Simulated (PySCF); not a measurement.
Compound: C2H12OSi3.
Z-matrix (Å and degrees, GFN2-xTB geometry), rows numbered from 1:
```
C 
Si  1  1.8996
C   2  1.8981  1  110.69
O   2  1.6254  1  109.47  3   119.53
Si  4  1.6247  2  161.93  1   -27.74
Si  5  2.3028  4  109.21  2    61.26
H   1  1.0855  2  111.29  3    66.44
H   1  1.0871  2  111.68  3   -53.76
H   1  1.0862  2  111.14  3  -173.71
H   2  1.4667  1  111.81  3  -126.28
H   3  1.0859  2  111.12  1   176.65
H   3  1.0870  2  111.39  1    56.95
H   3  1.0855  2  111.36  1   -63.28
H   5  1.4715  4  106.23  2   -62.14
H   5  1.4677  4  102.79  2  -175.04
H   6  1.4696  5  112.48  4  -119.67
H   6  1.4694  5  114.70  4     0.79
H   6  1.4685  5  112.61  4   121.39
```

Theory: CAM-B3LYP/def2-SVPD in PySCF (dipole) on a GFN2-xTB geometry, gas phase.

Masses are those of the commonest isotopes; rigid-rotor values at the optimised geometry. The values belong to one conformer with, in the numbering `[CH3:1][SiH:2]([CH3:3])[O:4][SiH2:5][SiH3:6]`, C1–Si2–O4–Si5 -28°, Si2–O4–Si5–Si6 61°.

Q: Give the principal moments of inertia and the rotational constants in MHz.

A: Ia = 164.33, Ib = 556.71, Ic = 669.11 u·Å²; 505379 MHz·u·Å²/I gives A = 3075, B = 907.8, C = 755.3 MHz.

Q: Classify the top.

A: An asymmetric top: κ = (2 × 907.8 − 3075 − 755.3)/(3075 − 755.3) = -0.87.

Q: Is it planar, by Δ = Ic − Ia − Ib?

A: Not planar: Δ = Ic − Ia − Ib = -51.93 u·Å². For a rigid frame Δ = −2 Σ m c², so Σ m c² = 25.97 u·Å² lies off the ab plane: 13.82 from hydrogen and 12.14 from heavier atoms. The atom farthest from that plane is 1.87 Å away.

Q: Give the other two planar moments, Paa and Pbb, and the rms extents of the mass along the axes.

A: Paa = Σ m a² = (Ib + Ic − Ia)/2 = 530.75 and Pbb = Σ m b² = (Ia + Ic − Ib)/2 = 138.37 u·Å². With the mass M = 136.02 u, the rms extents √(P/M) along a, b and c are 1.98, 1.01, 0.44 Å.

Q: Predict some low-J microwave lines.

A: The dipole components are |μa| = 0.50 D, |μb| = 0.31 D, |μc| = 0.59 D. Intensities carry the squares of the components, which stand as 0.74 : 0.27 : 1.00 (a : b : c). Some lines, for components of 0.1 D or more:

| type | branch | J(Ka,Kc) | MHz | lower level (cm⁻¹) |
| --- | --- | --- | --- | --- |
| a | Q | 2(1,1) ← 2(1,2) | 457 | 0.234 |
| c | Q | 5(1,5) ← 5(0,5) | 1314 | 0.823 |
| b | Q | 2(1,1) ← 2(0,2) | 2480 | 0.166 |
| a | R | 2(1,2) ← 1(1,1) | 3174 | 0.128 |
| a | R | 2(1,1) ← 1(1,0) | 3479 | 0.133 |
| c | Q | 5(2,4) ← 5(1,4) | 5622 | 0.943 |
| b | Q | 5(2,3) ← 5(1,4) | 5887 | 0.943 |
| c | Q | 2(2,1) ← 2(1,1) | 6503 | 0.249 |
| b | Q | 2(2,0) ← 2(1,1) | 6510 | 0.249 |
| b | R | 5(0,5) ← 4(1,4) | 6589 | 0.604 |
| a | R | 4(3,1) ← 3(3,0) | 6669 | 1.007 |
| a | R | 4(1,3) ← 3(1,2) | 6941 | 0.423 |
| b | Q | 2(2,1) ← 2(1,2) | 6960 | 0.234 |
| a | R | 5(4,2) ← 4(4,1) | 8333 | 1.752 |
| a | R | 5(3,2) ← 4(3,1) | 8345 | 1.229 |
| c | Q | 4(3,2) ← 4(2,2) | 11129 | 0.858 |
| c | R | 3(2,1) ← 2(1,1) | 11531 | 0.249 |
| b | R | 3(2,1) ← 2(1,2) | 11988 | 0.234 |
| c | R | 4(2,2) ← 3(1,2) | 13040 | 0.423 |
| c | Q | 5(4,2) ← 5(3,2) | 15679 | 1.507 |
| c | Q | 4(4,1) ← 4(3,1) | 15691 | 1.229 |
| b | R | 5(2,3) ← 4(1,4) | 16070 | 0.604 |
| b | R | 4(4,1) ← 3(3,0) | 22360 | 1.007 |
| c | R | 4(4,1) ← 3(3,1) | 22360 | 1.007 |
| b | R | 5(4,1) ← 4(3,2) | 24026 | 1.229 |
| c | R | 5(5,1) ← 4(4,1) | 28511 | 1.752 |

Q: Estimate the classical rotational partition function at 25 K, 100 K and 200 K.

A: Point group C1, symmetry number σ = 1; q = (√π/σ)·√((kT/h)³/(ABC)), k/h = 20836.6 MHz/K: 14500 at 25 K, 116000 at 100 K, 328000 at 200 K.

GFN2-xTB frequencies: not computed here. Zero-point vibration and centrifugal distortion are left out. A rigid rotor knows nothing of internal rotation, which can split or shift real lines.
